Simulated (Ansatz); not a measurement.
Task: Predict a relaxed structure of `C[Si](C)(C)C#Cc1ccc(-c2ccc(-c3ccc(-c4ccc(-c5ccc(-c6ccc(C#C[Si](C)(C)C)[se]6)[se]5)[se]4)[se]3)[se]2)[se]1`, charge 0, singlet, at PBE-D4/def2-SVP (Ansatz).

Result: 
Cartesian coordinates in Å:
```
C 0.259 -14.344 4.315
Si 1.014 -13.422 5.783
C -0.058 -13.640 7.325
C 2.773 -14.032 6.116
C 1.084 -11.626 5.358
C 1.137 -10.419 5.079
C 1.175 -9.061 4.733
C 1.786 -7.996 5.397
C 1.661 -6.729 4.780
C 0.936 -6.699 3.586
C 0.657 -5.556 2.758
C 0.723 -4.207 3.107
C 0.397 -3.287 2.083
C 0.043 -3.838 0.850
C -0.337 -3.176 -0.363
C -0.899 -3.715 -1.522
C -1.175 -2.802 -2.566
C -0.844 -1.469 -2.313
C -1.000 -0.341 -3.188
C -1.171 -0.348 -4.574
C -1.284 0.919 -5.192
C -1.213 2.024 -4.340
C -1.287 3.415 -4.692
C -1.821 3.979 -5.853
C -1.756 5.390 -5.942
C -1.169 6.045 -4.858
C -0.975 7.460 -4.681
C -0.962 8.447 -5.669
C -0.761 9.773 -5.217
C -0.592 9.927 -3.840
C -0.364 11.098 -3.102
C -0.160 12.119 -2.428
Si 0.130 13.649 -1.437
C 1.248 13.209 0.023
C 0.963 14.931 -2.549
C -1.536 14.297 -0.818
Se -0.724 8.239 -2.975
Se -0.580 4.777 -3.580
Se -1.024 1.443 -2.546
Se -0.075 -1.308 -0.588
Se 0.159 -5.731 0.938
Se 0.308 -8.432 3.160
H 0.872 -14.208 3.402
H -0.765 -13.977 4.099
H 0.196 -15.431 4.530
H -0.124 -14.712 7.605
H -1.087 -13.265 7.149
H 0.366 -13.084 8.185
H 3.232 -13.480 6.960
H 3.418 -13.892 5.225
H 2.768 -15.112 6.372
H 2.339 -8.157 6.333
H 2.130 -5.823 5.191
H 0.978 -3.888 4.128
H 0.389 -2.199 2.249
H -1.140 -4.786 -1.598
H -1.653 -3.107 -3.507
H -1.167 -1.286 -5.147
H -1.375 1.040 -6.281
H -2.299 3.359 -6.624
H -2.181 5.949 -6.788
H -1.070 8.195 -6.733
H -0.720 10.639 -5.892
H 1.442 14.106 0.648
H 2.223 12.815 -0.327
H 0.778 12.438 0.666
H 0.323 15.175 -3.421
H 1.152 15.869 -1.987
H 1.934 14.556 -2.931
H -2.207 14.539 -1.667
H -1.396 15.218 -0.215
H -2.045 13.543 -0.184
```
 This is one stationary point.

Single mean-field runs in def2-SVP are fitted with def2-universal-jkfit.
